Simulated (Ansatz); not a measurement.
Geometry optimisation, UKS r2SCAN-D4/def2-SVP in Ansatz 0.2.0.

Input:

```yaml
crystal:
  periodic: [false, false, false]
  atoms:
    - { symbol: C, position_ang: [-0.01883, 2.29119, 0.20859] }
    - { symbol: C, position_ang: [-0.00256, 0.96337, 0.09042] }
    - { symbol: C, position_ang: [0.00389, -0.28309, -0.02407] }
    - { symbol: Al, position_ang: [0.01916, -2.29302, -0.20904] }
    - { symbol: H, position_ang: [-0.75376, 2.89058, -0.31638] }
    - { symbol: H, position_ang: [0.7015, 2.80835, 0.83242] }
    - { symbol: H, position_ang: [0.77699, -3.08832, -1.32991] }
    - { symbol: H, position_ang: [-0.98309, -0.713, 0.14665] }
total_charge: 1
magnetization:
  spin_polarized: true
basis:
  gaussian: { orbitals: def2-SVP }
hamiltonian:
  xc: r2scan
  dispersion: d4
relax:
  f_tol: 0.02
  max_steps: 50
```

Command:

```bash
$ ansatz run input.yaml --threads 2 --pin off --max-ram 3072MiB --backend cpu --events-out ev --progress --plain --runs-dir out
```

**Question.** Where does it end, and by what steps?

**Answer.** The forces met the threshold. After 31 steps the energy has fallen by 2.686 eV; H7 moved furthest, 1.73 Å. Joined: C1–Al4 (4.60 → 2.29 Å), C2–Al4 (3.27 → 2.01 Å).

```csv
step,energy less start (eV),largest force component (eV/Å),accepted
0,0.0000,4.219,yes
2,-1.0534,1.913,yes
4,-2.0322,1.665,yes
6,-2.3019,0.529,yes
8,-2.3392,0.516,yes
10,-2.3950,0.187,yes
12,-2.4409,0.086,yes
14,-2.4201,0.818,no
16,-2.4845,0.149,yes
18,-2.5310,0.275,yes
20,-2.5856,0.555,yes
22,-2.6177,0.295,yes
24,-2.6609,0.306,yes
26,-2.6543,1.238,no
28,-2.6846,0.062,yes
30,-2.6858,0.030,yes
31,-2.6860,0.007,yes
```

```xyz
8
Properties=species:S:1:pos:R:3
C 0.332 1.501 -0.179
C -0.598 0.702 0.410
C -1.108 -0.478 0.625
Al 0.390 -0.762 -0.556
H 0.064 2.089 -1.069
H 1.188 1.869 0.406
H 1.426 -1.492 -1.450
H -1.951 -0.852 1.211
```

Whether the end is a true minimum wasn't checked by a vibrational analysis.

Time of the run: 87 s on 2 threads of AMD EPYC 7R43 64-Core Processor (Zen 3), on a shared host, peak memory 0.23 GiB.
